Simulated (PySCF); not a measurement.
Bonds broken one at a time in the series B Br-H. Gas-phase values, no solvent. Strings in code marks are SMILES.

Level of theory: B3LYP-D3(BJ)/def2-TZVP (PySCF 2.14.0). B3LYP has the VWN-RPA correlation part, as in Gaussian. 

```json
[
 {"species": "whole molecule (`BrB(Br)Br`)", "dipole moment (D)": "…"},
 {"species": "radical fragment (`[B](Br)Br`)", "dipole moment (D)": "0.40"},
 {"species": "radical fragment (`[Br]`)", "dipole moment (D)": "0.00"},
 {"species": "whole molecule (`BrBBr`)", "dipole moment (D)": "0.37"},
 {"species": "radical fragment (`[BH]Br`)", "dipole moment (D)": "0.49"},
 {"species": "whole molecule (`BrB`)", "dipole moment (D)": "0.57"},
 {"species": "radical fragment (`[BH2]`)", "dipole moment (D)": "0.49"},
 {"species": "whole molecule (`B`)", "dipole moment (D)": "…"}
]
```

Complete the blanks.


- whole molecule (`BrB(Br)Br`), dipole moment (D): 0.00
- whole molecule (`B`), dipole moment (D): 0.00
